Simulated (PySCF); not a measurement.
Several molecules and their computed UV-vis stick spectra, shuffled. Level of theory: PySCF 2.14.0, density-fitted response routines, TDDFT CAM-B3LYP/def2-SVPD, vertical, gas phase, core orbitals frozen in the response. Geometries: PBE0-D3(BJ)/def2-SVP; one conformer of each isolated species. Triplets are in the Tamm–Dancoff approximation.

A. `FC(F)=C=S`
B. `c1csc(-c2ccsc2)c1`
C. `CSCc1ccccc1`
D. `CP(C)C`
E. `s1c(-c2sccc2)ccc1`

Lowest singlet levels (six at most, fewer where fewer were computed) with oscillator strengths:

1. 195 nm (f 0.001); 188 nm (f 0.227 summed over 2 states); 165 nm (f 0.315); 157 nm (f 0.000); 156 nm (f 0.007 summed over 2 states); 149 nm (f 0.000 summed over 2 states) [of 10 roots; the last level is left out, as the window may have cut its degenerate partner]; T1 5.49 eV
2. 235 nm (f 0.013); 232 nm (f 0.002); 218 nm (f 0.015); 206 nm (f 0.001); 202 nm (f 0.104); 198 nm (f 0.041); T1 3.99 eV
3. 918 nm (f 0.000); 247 nm (f 0.000); 215 nm (f 0.007); 213 nm (f 0.000); 189 nm (f 0.014); 176 nm (f 0.622); T1 0.91 eV
4. 275 nm (f 0.380); 238 nm (f 0.012); 224 nm (f 0.017); 221 nm (f 0.131); 218 nm (f 0.000); 210 nm (f 0.001); T1 2.93 eV
5. 303 nm (f 0.374); 237 nm (f 0.000); 226 nm (f 0.124); 220 nm (f 0.001); 216 nm (f 0.000); 216 nm (f 0.000); T1 2.65 eV

Question: Match each spectrum to its molecule.

Answer: 1 = D, 2 = C, 3 = A, 4 = B, 5 = E.
- A: S1 at 1.35 eV, HOMO→LUMO (100%); Löwdin shares by element: HOMO sulfur 43%, carbon 42%, fluorine 8% or more; LUMO carbon 47%, sulfur 44%, fluorine 4% or more; HOMO -7.96 and LUMO -2.31 eV; point group C2v, 3 of its 6 listed states under f = 0.0005.
- B: S1 at 4.51 eV, HOMO→LUMO (95%); Löwdin shares by element: HOMO carbon 55% or more (atoms not listed hold the other 45%); LUMO carbon 29% or more, sulfur 24% (atoms not listed hold the other 47%); HOMO -7.24 and LUMO -0.17 eV; point group Cs, 1 of its 6 listed states under f = 0.0005.
- C: S1 at 5.27 eV, HOMO→LUMO (60%), HOMO→LUMO+2 (9%), HOMO→LUMO+3 (8%); Löwdin shares by element: HOMO sulfur 65%, carbon 16% or more (atoms not listed hold the other 19%); LUMO carbon 62% or more (atoms not listed hold the other 38%); HOMO -7.66 and LUMO 0.51 eV.
- D: S1 at 6.36 eV, HOMO→LUMO (94%); Löwdin shares by element: HOMO phosphorus 62%, carbon 30%; LUMO carbon 45%, hydrogen 6% or more (atoms not listed hold the other 49%); HOMO -7.68 and LUMO 1.40 eV; point group C3v, 3 of its 9 listed states under f = 0.0005.
- E: S1 at 4.09 eV, HOMO→LUMO (96%); Löwdin shares by element: HOMO carbon 54% or more (atoms not listed hold the other 46%); LUMO sulfur 22%, carbon 21% or more (atoms not listed hold the other 56%); HOMO -7.13 and LUMO -0.49 eV; point group C2h, 3 of its 6 listed states under f = 0.0005.
